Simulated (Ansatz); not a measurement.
This geometry of C2H5BrF2Sn (11 atoms, charge 0, multiplicity 1) is a first-order saddle point.

Level of theory: RKS PBE-D4/def2-SVP in Ansatz 0.2.0.

```xyz
11
Properties=species:S:1:pos:R:3
F -1.063 2.120 0.151
C -1.574 0.889 -0.154
F -2.137 0.353 0.972
Sn 0.062 -0.438 -0.867
C 1.580 -0.646 0.699
Br 1.149 0.350 2.326
H -2.382 1.028 -0.911
H -0.596 -1.997 -1.237
H 0.786 0.263 -2.276
H 1.685 -1.709 0.984
H 2.554 -0.270 0.333
```

Q: Which two structures does it join? (They come from a converged band through this point; their orientation in space is the band's.)

A: No bond is made or broken. The dihedral C2–Sn4–C5–H10 goes from 46 to -168°. The two ends are copies of one structure, up to a mirror image or an exchange of like atoms.

Initial state:

```xyz
11
Properties=species:S:1:pos:R:3
F -1.323 1.975 0.294
C -1.625 0.702 -0.099
F -1.976 -0.027 1.013
Sn 0.167 -0.280 -0.971
C 1.420 -0.673 0.771
Br 2.164 0.996 1.472
H -2.513 0.746 -0.773
H -0.313 -1.775 -1.710
H 0.993 0.745 -2.085
H 0.805 -1.120 1.574
H 2.266 -1.344 0.535
```

Final state:

```xyz
11
Properties=species:S:1:pos:R:3
F -0.983 1.959 0.341
C -1.570 0.811 -0.136
F -2.216 0.193 0.896
Sn 0.068 -0.479 -0.903
C 1.582 -0.346 0.661
Br 1.015 -1.334 2.253
H -2.331 1.107 -0.896
H -0.436 -2.115 -1.111
H 0.674 0.196 -2.382
H 2.555 -0.759 0.339
H 1.708 0.711 0.960
```

Q: How far does it lie above each of them?

A: 4.8 kJ/mol above the first and 4.8 kJ/mol above the second. This is the barrier of this one path; another mechanism may lie lower.

Time of the run: 110 s on 2 threads of Intel(R) Xeon(R) 6975P-C (Granite Rapids), with other jobs on the host, peak memory 0.22 GiB.
